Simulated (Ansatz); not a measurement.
Program: Ansatz 0.2.0.

A structure relaxed at PBE0-D4/def2-TZVP, charge 0, multiplicity 1:

```xyz
12

N    -0.6704    1.4278   -1.6856
Si    0.5849    0.5813   -0.9340
F     1.6074    1.4903   -0.0795
Si   -0.3745   -0.8508    0.6424
N     0.7277   -1.2103    1.8763
Cl   -0.9863   -2.6320   -0.1698
Cl   -2.1131    0.0831    1.2962
H    -0.5732    1.8938   -2.5716
H    -1.4969    1.7091   -1.1843
H     1.4097   -0.0704   -1.9772
H     0.5583   -1.9383    2.5517
H     1.3266   -0.4835    2.2354
```

Task: Give its formula and SMILES.

Result: Cl2FH5N2Si2, `N[SiH](F)[Si](N)(Cl)Cl`.

Task: Summarise the bond lengths by kind.

Result: 2 × N–Si 1.690 to 1.693 Å; 4 × H–N 1.006 to 1.008 Å; 1 × F–Si 1.613 Å; 1 × Si–Si 2.336 Å; 1 × H–Si 1.481 Å; 2 × Cl–Si 2.051 to 2.079 Å.
